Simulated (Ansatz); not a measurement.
Species: sum formula WO2F, charge 0, multiplicity 2. The spin state was set by rule; other spins were not relaxed. 
Structure (B3LYP-D3(BJ)/def2-TZVP (Ansatz, an electronic-structure program) minimum search):
```xyz
4

W      0.0371     0.0530     0.0500
O      1.5176    -0.5510    -0.5574
O     -0.5169    -0.9189     1.3438
F     -1.1946     0.8711    -1.1097
```
Charge 0, spin multiplicity 2.

Basis-set convergence of Hartree-Fock and CCSD correlation energies (hartree) with Ansatz. Cores are frozen in the correlated levels unless marked. Open shells are spin-unrestricted. No spin-orbit coupling. Frozen are the shells of the preceding noble gas and the d and f shells that filled before the atom's block. In def2 rows, elements after Kr have scalar-relativistic effective core potentials.

The UHF reference is spin-contaminated (<S^2> 0.20 over the pure value in the largest basis). 

```json
[
 {"basis": "def2-SVP", "functions": "74", "E(HF)": "-315.41421", "E(corr, CCSD)": "-0.74150"},
 {"basis": "def2-TZVPP", "functions": "149", "E(HF)": "?", "E(corr, CCSD)": "?"}
]
```

**Question.** What belongs in the gaps?

**Answer.** 
- def2-TZVPP, E(HF): -315.76974
- def2-TZVPP, E(corr, CCSD): -0.91863
